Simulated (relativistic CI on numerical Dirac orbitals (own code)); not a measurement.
**Zr3+: 4s photoemission**

Computed with this model: Dirac-Coulomb-Breit CI, orbitals from a KLI potential per configuration, QED by a radiative potential, valence Slater integrals scaled by 0.9, multiplet model of photoemission in the sudden approximation; configurations [Kr] 4d → [Ar] 3d10 4s 4p6 4d; 80 K; Lorentzian 1.4 eV and Gaussian 0.6 eV FWHM. Energies are those of the free ion, without screening or charge transfer. The energies are binding energies and can lie tens of eV above those of solids. Without intra-shell correlation the exchange splitting of an s hole comes out too large, often by half or more. S is read from ⟨S²⟩ = S(S + 1).

Computed curve for free ion, scaled to 100 at the maximum (points under 2 are left out and the grid is thinned):

Energy (eV), Intensity and a bar:
```
     87.6        2.0 
     88.0        2.3 
     88.2        2.5 
     88.6        3.0 
     88.8        3.3 
     89.2        3.9 #
     89.4        4.3 #
     89.8        5.4 #
     90.2        6.9 #
     90.4        7.9 ##
     90.8       10.7 ###
     91.0       12.7 ###
     91.4       18.6 #####
     91.6       23.1 ######
     92.0       37.8 ###########
     92.2       49.2 ##############
     92.6       79.4 ########################
     93.0      100.0 ##############################
     93.2       97.1 #############################
     93.6       71.1 #####################
     93.8       56.8 #################
     94.2       37.1 ###########
     94.4       31.9 #########
     94.8       28.5 ########
     95.2       32.2 #########
     95.4       35.1 ##########
     95.8       35.8 ##########
     96.0       32.3 #########
     96.4       21.9 ######
     96.6       17.4 #####
     97.0       11.2 ###
     97.2        9.3 ##
     97.6        6.6 #
     98.0        5.0 #
     98.2        4.4 #
     98.6        3.6 
     98.8        3.2 
     99.2        2.7 
     99.4        2.5 
     99.8        2.1
```

The ground state has S = 0.50, and the centroid lies at 93.65 eV.
